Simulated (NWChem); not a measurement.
System: CH4STe; SMILES CS[TeH]

NWChem printed, in part:

```
             Northwest Computational Chemistry Package (NWChem) 7.3.0
             --------------------------------------------------------

                             Geometry "geometry" -> ""
                             -------------------------

 Output coordinates in angstroms (scale by  1.889725989 to convert to a.u.)

  No.       Tag          Charge          X              Y              Z
 ---- ---------------- ---------- -------------- -------------- --------------
    1 Te                  52.0000    -0.00059500     0.85556100     0.02322200
    2 H                    1.0000     0.17143900     1.01700300    -1.63460200
    3 S                   16.0000    -0.66588800    -1.45504200    -0.00374800
    4 C                    6.0000     0.91128500    -2.35390800     0.02345200
    5 H                    1.0000     1.48923900    -2.18646700    -0.89569400
    6 H                    1.0000     0.63973900    -3.41936900     0.08521700
    7 H                    1.0000     1.51471300    -2.08854000     0.90199400

 Effective nuclear repulsion energy (a.u.)     323.2601414674

                              NWChem Property Module
                              ----------------------

                                 NWChem DFT Module
                                 -----------------

 Summary of "ao basis" -> "ao basis" (spherical)
 ------------------------------------------------------------------------------
       Tag                 Description            Shells   Functions and Types
 ---------------- ------------------------------  ------  ---------------------
 Te                          sto-3g                 11       27   5s4p2d
 H                           sto-3g                  1        1   1s
 S                           sto-3g                  5        9   3s2p
 C                           sto-3g                  3        5   2s1p

            General Information
            -------------------
          SCF calculation type: DFT
          Wavefunction type:  closed shell.
          No. of atoms     :     7
          No. of electrons :    78
           Alpha electrons :    39
            Beta electrons :    39
          Charge           :     0
          Spin multiplicity:     1
          Use of symmetry is: off; symmetry adaption is: off
          Maximum number of iterations: 150
          AO basis - number of functions:    45
                     number of shells:    23
          Convergence on energy requested:  1.00D-06
          Convergence on density requested:  1.00D-05
          Convergence on gradient requested:  5.00D-04

              XC Information
              --------------
                         B3LYP Method XC Potential
                     Hartree-Fock (Exact) Exchange  0.200
                        Slater Exchange Functional  0.800 local
                    Becke 1988 Exchange Functional  0.720 non-local
              Lee-Yang-Parr Correlation Functional  0.810
                  VWN I RPA Correlation Functional  0.190 local

             Grid Information
             ----------------
          Grid used for XC integration:  medium
          Radial quadrature: Mura-Knowles
          Angular quadrature: Lebedev.
          Tag              B.-S. Rad. Rad. Pts. Rad. Cut. Ang. Pts.
          ---              ---------- --------- --------- ---------
          Te                  1.40      123          11.0       590
          H                   0.35       45          11.0       434
          S                   1.00       88           8.0       590
          C                   0.70       49          10.0       434
          Grid pruning is: on
          Number of quadrature shells:   440
          Spatial weights used:  Erf1

      Superposition of Atomic Density Guess
      -------------------------------------

 Sum of atomic energies:       -6979.26465204

      Non-variational initial energy
      ------------------------------

 Total energy =   -6979.285500
 1-e energy   =  -10279.955254
 2-e energy   =    2977.409613
 HOMO         =      -0.094945
 LUMO         =       0.169790

   convergence    iter        energy       DeltaE   RMS-Dens  Diis-err
 ---------------- ----- ----------------- --------- --------- ---------
 d= 0,ls=0.0,diis     1  -6983.0334575140 -7.31D+03  2.07D-02  2.08D-01
 d= 0,ls=0.0,diis     2  -6983.0458868753 -1.24D-02  1.05D-02  1.23D-01
 d= 0,ls=0.0,diis     3  -6983.0664677941 -2.06D-02  2.13D-03  5.70D-03
 d= 0,ls=0.0,diis     4  -6983.0674227358 -9.55D-04  6.02D-04  1.90D-04
 d= 0,ls=0.0,diis     5  -6983.0674766751 -5.39D-05  1.14D-04  4.29D-06
  Resetting Diis
 d= 0,ls=0.0,diis     6  -6983.0674778044 -1.13D-06  3.27D-05  4.41D-07
 d= 0,ls=0.0,diis     7  -6983.0674779430 -1.39D-07  4.58D-06  3.56D-09

         Total DFT energy =    -6983.067477942982
      One electron energy =   -10276.995849754134
           Coulomb energy =     3174.837911558348
    Exchange-Corr. energy =     -204.169681214606
 Nuclear repulsion energy =      323.260141467410

 Numeric. integr. density =       78.000012775404

                       DFT Final Molecular Orbital Analysis
                       ------------------------------------

[...]

 DFT Linear Response polarizability / au
 Frequency  =       0.0773000 / au
 Wavelength =     589.4353558 / nm
              X              Y              Z
 -----------------------------------------------
 X      17.1882051      1.1181637     -1.2931418
 Y       1.1180946     49.9442369     -4.3221257
 Z      -1.2931544     -4.3220981     20.7491919
 -----------------------------------------------
 Eigenvalues =      16.7655827     50.6206545     20.4953967
 Isotropic   =      29.2938780
 Anisotropic =      32.1528269
 -----------------------------------------------

 Magnetic Dipole Response Matrix (nonzero elements):
```

Level: B3LYP/STO-3G, non-relativistic. STO-3G and 3-21G are far too small for this property and stand as cheap habits. Geometry: optimised at PBE0/def2-SVP (def2 core potentials past Kr). B3LYP is NWChem's, with the RPA form of VWN correlation.

Task: Which NWChem input produces such a log?

Result: One answer among several that fit: the input that was run:
```
start job
memory heap 200 mb stack 900 mb global 1100 mb
geometry units angstroms noautosym nocenter noautoz
  Te    -0.000595     0.855561     0.023222
  H      0.171439     1.017003    -1.634602
  S     -0.665888    -1.455042    -0.003748
  C      0.911285    -2.353908     0.023452
  H      1.489239    -2.186467    -0.895694
  H      0.639739    -3.419369     0.085217
  H      1.514713    -2.088540     0.901994
end
basis spherical
  * library sto-3g
end
dft
  xc b3lyp
  iterations 150
end
property
  response 1 0.0773
end
task dft property
```
